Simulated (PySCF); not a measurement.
C3H7O, SMILES [CH2]COC, multiplicity 2. Atoms are numbered in the order given.

```xyz
11

C      1.4195    -0.0658     0.8139
C      0.6275    -0.5759    -0.3435
O     -0.4061     0.2983    -0.7544
C     -1.4697     0.3774     0.1656
H      1.9881    -0.7494     1.4509
H      1.6017     1.0096     0.9033
H      1.2760    -0.6913    -1.2356
H      0.2230    -1.5868    -0.1189
H     -1.1405     0.7506     1.1548
H     -2.2090     1.0759    -0.2505
H     -1.9541    -0.6091     0.3151
```
Charge 0, spin multiplicity 2.

Geometry: TPSSh-D3(BJ)/def2-SVP. The isomer is the one that the SMILES or the coordinates give; other isomers of the formula were not compared. The values are those of a single conformer.

Two levels are set side by side: PBE/pcH-1 (PySCF) and B3LYP/pcH-1 (PySCF). Contact hyperfine couplings, same geometry. Differences are taken from unrounded values.

| quantity | B3LYP | PBE | PBE minus B3LYP |
|---|---|---|---|
| A(iso) of 13C, atom C1 (MHz) | 103.7 | 88.3 | -15.5 |
| A(iso) of 13C, atom C2 (MHz) | -35.0 | -32.7 | 2.3 |
| A(iso) of 17O, atom O3 (MHz) | -15.9 | -17.8 | -1.9 |
| A(iso) of 13C, atom C4 (MHz) | 0.5 | 0.0 | -0.6 |
| A(iso) of 1H, atom H5 (MHz) | -63.8 | -61.0 | 2.8 |
| A(iso) of 1H, atom H6 (MHz) | -58.5 | -55.6 | 3.0 |
| A(iso) of 1H, atom H7 (MHz) | 145.7 | 144.0 | -1.7 |
| A(iso) of 1H, atom H8 (MHz) | 46.0 | 46.1 | 0.1 |
| A(iso) of 1H, atom H9 (MHz) | 2.0 | 1.8 | -0.2 |
| A(iso) of 1H, atom H10 (MHz) | -0.8 | -1.1 | -0.3 |
| A(iso) of 1H, atom H11 (MHz) | -0.5 | -0.6 | -0.1 |

Rough cost on one machine, each run with all the roots and properties that it gave: B3LYP against PBE within a factor of 2.
